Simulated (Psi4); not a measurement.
oxygen atom (O), triplet. Base run: HF/6-31G run with Psi4.

Geometry (Å):
```xyz
1

O      0.0000     0.0000     0.0000
```
Charge 0, spin multiplicity 3.
Orbitals are unrestricted.
All else is at Psi4's defaults (density fitting, Cartesian functions).
Base energy -74.78030 Eh.

Variants of this job, named by their change:

```
change                                        ΔE vs base (mEh)  SCF cycles  basis functions
--------------------------------------------  ----------------  ----------  ---------------
base                                                     0.000           9                9
df_basis_scf = cc-pvtz-jkfit                             0.000           9                9
cholesky_tolerance = 1e-6 (with scf_type cd)            -0.005           9                9
df_basis_scf = def2-universal-jkfit                      0.008           9                9
scf_type = disk_df                                       0.000           9                9
e_convergence = 1e-4                                     0.000           9                9
scf_type = out_of_core                                  -0.006           9                9
cholesky_tolerance = 1e-3 (with scf_type cd)             0.003           9                9
d_convergence = 1e-8                                     0.000          11                9
ints_tolerance = 1e-8                                    0.000           9                9
d_convergence = 1e-4                                     0.000           7                9
level_shift = 1.0                                        0.000          10                9
guess = sap                                              0.000           7                9
```

Open shells are given as the SCF converged; they aren't shown to be the lowest states, and a large step between rows can be another state.
